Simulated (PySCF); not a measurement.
C2H4N, SMILES [CH2]N=C, doublet, PBE0/def2-SVP optimised geometry.

```
7

C     -1.24     0.58     0.00
N      0.08     0.58     0.00
C      0.74    -0.56     0.00
H     -1.83    -0.35     0.00
H     -1.77     1.54     0.00
H      1.83    -0.54     0.00
H      0.23    -1.54     0.00
```

Density from PySCF with unrestricted PBE0/def2-TZVP at that geometry.

Minimum of the electron density along straight lines between bonded atoms, close to the bond critical point (lines longer than 1.1 times the sum of covalent radii, or with two minima, are not listed):

```tsv
bond	length / Å	ρ at the minimum / e bohr⁻³	∇²ρ there / e bohr⁻⁵	position (fraction from the first atom)
C1–N2	1.315	0.359	-1.06	0.35
N2–C3	1.315	0.359	-1.06	0.65
C1–H4	1.106	0.273	-0.94	0.65
C1–H5	1.095	0.282	-1.00	0.65
C3–H6	1.095	0.282	-1.00	0.65
C3–H7	1.106	0.273	-0.94	0.65
```
